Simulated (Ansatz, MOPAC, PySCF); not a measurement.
Species: chlorosilyloxy(trimethyl)silane, C3H11ClOSi2 (charge 0, singlet). SMILES: C[Si](C)(C)O[SiH2]Cl
Structure (B3LYP-D3(BJ)/def2-TZVP (Ansatz, a program for electronic structure) minimum search):
```
Si
O 1 1.6661
Si 2 1.6137 1 144.40
H 3 1.4724 2 109.79 1 146.64
H 3 1.4745 4 111.78 2 -123.75
C 1 1.8654 2 106.42 3 162.33
H 6 1.0920 1 110.97 2 59.41
H 6 1.0920 7 107.94 1 121.94
H 6 1.0927 7 107.89 8 116.36
C 1 1.8663 2 108.17 3 -77.88
H 10 1.0918 1 110.76 2 60.81
H 10 1.0922 11 107.96 1 121.77
H 10 1.0927 11 108.01 12 116.40
C 1 1.8686 2 108.45 3 42.46
H 14 1.0922 1 110.93 2 -61.33
H 14 1.0924 15 108.02 1 -122.11
H 14 1.0927 15 107.79 16 -116.17
Cl 3 2.0752 4 107.27 5 -116.34
```

Property: size of the dipole moment, in D. Set-up: six Cartesian d functions in 6-31G* and its kin unless marked 5d; no spin-orbit coupling; non-relativistic; no dispersion term unless named; LANL2DZ with its own core potentials from Na on. First-principles rows: single points at B3LYP-D3(BJ) geometries (Ansatz). Semi-empirical rows: dipoles at the shared geometry.

```json
[
 {"level": "MNDO", "program": "MOPAC", "size of the dipole moment (D)": "2.67"},
 {"level": "PBE/STO-3G", "program": "Ansatz", "size of the dipole moment (D)": "2.85"},
 {"level": "PBE/LANL2DZ", "program": "Ansatz", "size of the dipole moment (D)": "1.94"},
 {"level": "B3LYP/LANL2DZ", "program": "Ansatz", "size of the dipole moment (D)": "1.94"},
 {"level": "B3LYP/6-31G*", "program": "Ansatz", "size of the dipole moment (D)": "1.85"},
 {"level": "B3LYP/6-31+G*", "program": "Ansatz", "size of the dipole moment (D)": "1.76"},
 {"level": "M06-2X/6-31G* (5d)", "program": "PySCF", "size of the dipole moment (D)": "1.88"}
]
```

No value to compare with is used here. The 7 habitual levels span 1.76 (B3LYP/6-31+G*) to 2.85 D (PBE/STO-3G).

The levels are drawn from those run, B3LYP/6-31G* more often than the rest, none by its result; left out are runs that failed, that the program found above a lower state of the same kind, or whose <S^2> lies over 0.5 above the pure value.
